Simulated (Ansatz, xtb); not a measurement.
# Relative energy of two isomers of C5H6F4

We compare I, `FC(F)(F)[C@H]1C[C@H](F)C1`, a singlet, with II, `FC(F)(F)[C@H]1C[C@@H](F)C1`, a singlet. Both are isolated molecules in the gas phase, relaxed with B3LYP/def2-SVP.

Quicker runs give these differences E(II) − E(I): GFN2-xTB +0.57 kcal/mol; HF/STO-3G −0.46 kcal/mol (at GFN2-xTB geometries); r2SCAN-D4/def2-SVP −0.04 kcal/mol (at GFN2-xTB geometries).

**Question.** Estimate which is lower in electronic energy at CCSD(T)/def2-SVP + ΔMP2/def2-TZVPP, and by roughly how much.

**Answer.** CCSD(T)/def2-SVP + ΔMP2/def2-TZVPP gives E(II) − E(I) = −0.37 kcal/mol, slightly favouring structure II, which is too small a margin to settle the true order.

Level by level:

```json
{"level": "GFN2-xTB", "geometry": "GFN2-xTB", "E(II) − E(I) (kcal/mol)": "+0.57", "departure from the last row (kcal/mol)": "+0.93", "job, with rough time for the two": "optimisation, 0.67 s"}
{"level": "HF/STO-3G", "geometry": "GFN2-xTB", "E(II) − E(I) (kcal/mol)": "−0.46", "departure from the last row (kcal/mol)": "−0.10", "job, with rough time for the two": "single point, 2.5 s"}
{"level": "r2SCAN-D4/def2-SVP", "geometry": "GFN2-xTB", "E(II) − E(I) (kcal/mol)": "−0.04", "departure from the last row (kcal/mol)": "+0.32", "job, with rough time for the two": "single point, 15 s"}
{"level": "B3LYP/def2-SVP", "geometry": "B3LYP/def2-SVP", "E(II) − E(I) (kcal/mol)": "−0.48", "departure from the last row (kcal/mol)": "−0.11", "job, with rough time for the two": "optimisation, 3.8 min"}
{"level": "HF/def2-SVP", "geometry": "B3LYP/def2-SVP", "E(II) − E(I) (kcal/mol)": "−0.54", "departure from the last row (kcal/mol)": "−0.17", "job, with rough time for the two": "part of the CCSD(T) run"}
{"level": "MP2/def2-SVP", "geometry": "B3LYP/def2-SVP", "E(II) − E(I) (kcal/mol)": "−0.62", "departure from the last row (kcal/mol)": "−0.26", "job, with rough time for the two": "part of the CCSD(T) run"}
{"level": "CCSD(T)/def2-SVP", "geometry": "B3LYP/def2-SVP", "E(II) − E(I) (kcal/mol)": "−0.53", "departure from the last row (kcal/mol)": "−0.16", "job, with rough time for the two": "single point"}
{"level": "CCSD(T)/def2-SVP + ΔMP2/def2-TZVPP", "geometry": "B3LYP/def2-SVP", "E(II) − E(I) (kcal/mol)": "−0.37", "departure from the last row (kcal/mol)": "", "job, with rough time for the two": "single point, 8.1 min"}
```

As drawn, both hold the same kinds of bond in the same numbers.

The largest departure from CCSD(T)/def2-SVP + ΔMP2/def2-TZVPP is that of GFN2-xTB, 0.93 kcal/mol. The last row adds to CCSD(T) the change of the MP2 difference between the two basis sets, here +0.16 kcal/mol.

With thermal terms from frequencies at re-optimised GFN2-xTB minima (ideal gas, soft modes damped towards free rotors, one conformer each, 298.15 K, 1 atm): on the last row, ΔE + ΔZPE = −0.33, ΔH = −0.34, ΔG = −0.30 kcal/mol.

The correlated steps freeze 9 core orbitals. Run with Ansatz 0.2.0, xtb 6.7.1; the last row on 2 threads of Intel(R) Xeon(R) Processor @ 2.50GHz (Skylake/Cascade Lake) on a shared host.
